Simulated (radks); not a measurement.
Results of a calculation; reference values are marked as such.
Problem. The mean radii <r> (bohr) of the occupied orbitals of an atom or ion are listed with their occupations. Level of theory: non-relativistic Kohn-Sham, PBE, spin-unpolarised, spherical densities, point nucleus (a radial shooting solver on a logarithmic mesh with Libxc functionals).

| orbital | occ. | <r> |
|---|---|---|
| 1s | 2 | 0.08620 |
| 2s | 2 | 0.4155 |
| 2p | 6 | 0.3763 |
| 3s | 2 | 1.296 |
| 3p | 3 | 1.398 |

Name the element and its charge.

Solution. Z = 18, argon, charge +3: Ar3+ in [Ne] 3s2 3p3. The 1s radius gives Z: for a bare nucleus <r> = 1.5/Z, 0.08333 bohr for Z = 18, and screening makes it slightly larger (0.08620 here). The occupations add up to 15, and the charge is Z minus that.
